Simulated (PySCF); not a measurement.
Compound: C₇H₉FO₂.
Atom-mapped SMILES: `[CH3:1][O:2][C:3](=[O:4])[CH2:5][C:6]#[C:7][C@H:8]([CH3:9])[F:10]` (hydrogens: H11, H12, H13 on C1; H14, H15 on C5; H16 on C8; H17, H18, H19 on C9)

All values: PBE0/pcSseg-1 (PySCF, non-relativistic), on one gas-phase PBE0-D3(BJ)/def2-SVP geometry that isn't relaxed in the solvent. The solvent is an IEF-PCM continuum (Bondi radii, 1.10 Å for H, scaled by 1.2). Only the electrostatic response of the medium enters.

Gas phase at PBE0/pcSseg-1: HOMO -7.63 eV, LUMO 0.04 eV, dipole 1.16 D.

Task: What does the continuum do to the energy, the frontier levels and the dipole at PBE0/pcSseg-1 in dimethylsulfoxide and water?

Result: 
```tsv
solvent	ε	E(solvent) − E(gas) (kcal/mol)	polarisation term (kcal/mol)	distortion of the solute (kcal/mol)	HOMO (eV)	LUMO (eV)	dipole (D)
dimethylsulfoxide	46.83	-8.54	-9.57	1.03	-7.72	0.04	1.36
water	78.36	-8.66	-9.72	1.06	-7.72	0.04	1.36
```

Polarisation term: ½ Σ q·V over the induced surface charges. Distortion: the rise of the solute's own energy as its density leaves the gas-phase optimum. From dimethylsulfoxide to water the lowering changes by a factor 1.01, Onsager's factor (ε − 1)/(2ε + 1) by 1.01 and ε itself by 1.7.

Task: Which radius a makes the point-dipole formula ΔE = −[(ε − 1)/(2ε + 1)]·μ²/a³ give the value in water, with the gas-phase dipole?

Result: μ = 0.458 au and |ΔE| = 0.01380 Eh give a = 1.03 Å; the farthest nucleus lies 4.64 Å from the centroid of the nuclei, so such a sphere wouldn't even hold the nuclei. The formula assumes a rigid point dipole at the centre of a sphere.

Task: Which Mulliken charges (PBE0/pcSseg-1) respond most in dimethylsulfoxide (means over atoms taken as equivalent)?

Result: 
```
atoms            environment  gas (e)  solvent (e)  change
   O4  ester carbonyl oxygen   -0.406       -0.453  -0.047
   C7          alkyne carbon   -0.078       -0.103  -0.025
  H15     methylene hydrogen   +0.189       +0.214  +0.025
   C6          alkyne carbon   -0.036       -0.059  -0.023
  H16       methine hydrogen   +0.128       +0.151  +0.023
  F10         alkyl fluorine   -0.325       -0.347  -0.022
```

Conformer computed: `[CH3:1][O:2][C:3](=[O:4])[CH2:5][C:6]#[C:7][C@H:8]([CH3:9])[F:10]`: C1–O2–C3–O4 0°, O2–C3–C5–C6 -38°.
